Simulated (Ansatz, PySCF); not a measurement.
Noncovalent pair: HF (SMILES F) (first 2 atoms) with C2H4 (SMILES C=C); geometry from B3LYP-D3(BJ)/def2-TZVP, rigid monomers moved along the line of their centres of mass till H2···C4 is 2.02 Å.
(charge 0, multiplicity 1):
```xyz
8

F     -0.04402     0.39981    -0.26978
H     -0.01822     0.28339     0.65836
C      0.40066    -0.50221     2.46720
C     -0.33249     0.59457     2.62499
H     -0.05386    -1.47987     2.36160
H      1.48313    -0.46477     2.44698
H      0.12226     1.57107     2.73990
H     -1.41471     0.55595     2.65454
```

Interaction energies are E(AB) − E(A) − E(B) at the monomers' geometry in the complex; basis-set methods are counterpoise corrected. Rows marked so take none.

Cores are frozen in the correlated methods. Rows in 6-311+G**, 6-31G* carry no dispersion term and start afresh at each structure (6-31G* with six Cartesian d functions).

Codes used: Ansatz (a quantum-chemistry and plane-wave program); PySCF for 6-311+G** rows, 6-31G* rows. Each number belongs to the level named beside it.

One of these levels gives -187.7 meV for the interaction energy. Name it.
(A) SCS-MP2/aug-cc-pVDZ
(B) B3LYP/6-311+G** (no counterpoise)
(C) MP2/aug-cc-pVDZ
(D) BP86/6-31G* (no counterpoise)

D, BP86/6-31G* (no counterpoise). The others give -155.3 (B3LYP/6-311+G** (no counterpoise)), -126.6 (MP2/aug-cc-pVDZ), -88.7 (SCS-MP2/aug-cc-pVDZ)
